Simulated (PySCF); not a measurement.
## Sr2S2, singlet: molecular constants

Computed with PySCF, PBE, basis Sr def2-TZVP with ECP28, S def2-TZVP (scalar-relativistic core potentials, no spin–orbit coupling, density fitting).

The structure is a minimum.

* Point group: D2h
* Bond lengths: Sr–S 2.670 Å (×4)
* Bond angles: Sr–S–Sr 85.3° (×2), S–Sr–S 94.7° (×2)
* Enthalpy at 298.15 K above 0 K: 18.47 kJ/mol
* Lowest empty level: -2.02 eV
* Rotational symmetry number: 4
* Highest occupied level: -4.15 eV
* Dipole moment: 0.00 D
* Entropy at 298.15 K and 1 bar: 346.0 J/(mol K)
* Atomisation energy without zero-point energy: 1143 kJ/mol
* Principal polarisabilities: 100.5, 158.5, 180.7 bohr³
* Principal quadrupole moments (Buckingham, traceless) about the centre of mass: -54.48, -1.72, 56.20 D Å
* Heat capacity Cp at 298.15 K: 78.3 J/(mol K)
* Rotational constants: 0.06836, 0.02928, 0.0205 cm⁻¹
* Zero-point energy: 7.9 kJ/mol

Harmonic modes (masses in u: Sr 87.906, S 31.972):
```csv
symmetry,ω (cm⁻¹),IR (km/mol),μ (u)
b3u,81,53.9,38.51
ag,137,0.0,60.99
b3g,228,0.0,39.51
b1u,286,118,38.51
ag,288,0.0,38.08
b2u,293,104,38.51
```

In D2h the vibrations span b3u + 2ag + b3g + b1u + b2u. The ag, b3g modes carry no infrared intensity, as symmetry demands. With a centre of inversion only u modes can be infrared active and only g modes Raman active.

Charges (e):
| atom | Mulliken | Löwdin | polar tensor | Mayer order to Sr1 |
| --- | --- | --- | --- | --- |
| Sr1 | 0.87 | 0.22 | 1.04 | – |
| Sr2 | 0.87 | 0.22 | 1.04 | 0.15 |
| S3,4 | -0.87 | -0.22 | -1.04 | 0.94 |
Other Mayer orders above 0.3: Sr–S 0.94 (×2).

Mulliken populations on Sr1 (electrons outside its core potential): s 2.28, p 6.15, d 0.70.

Other isomers or separated fragments may lie lower.

The final relaxation and frequency run took 83 s on 4 threads of a shared Intel Xeon @ 2.70GHz host, with 140 basis functions and 14 gradients; the process peaked at 1.2 GiB.
